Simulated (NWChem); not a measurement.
Species: PbS, singlet; SMILES [Pb]=[S]

Program: NWChem. Low-valent species are run as closed-shell singlets; no triplet was tried in these runs. Coordinates come from a PBE0-D3(BJ)/def2-TZVP optimisation. def2 effective core potentials on Pb; no spin-orbit coupling.

**Question.** Estimate the computed values for BLYP/def2-SVP. Quantities: highest occupied level (eV); orbital gap (eV); dipole (D).

**Answer.** 
- highest occupied level (eV) = -5.79
- orbital gap (eV) = 2.98
- dipole (D) = 3.09
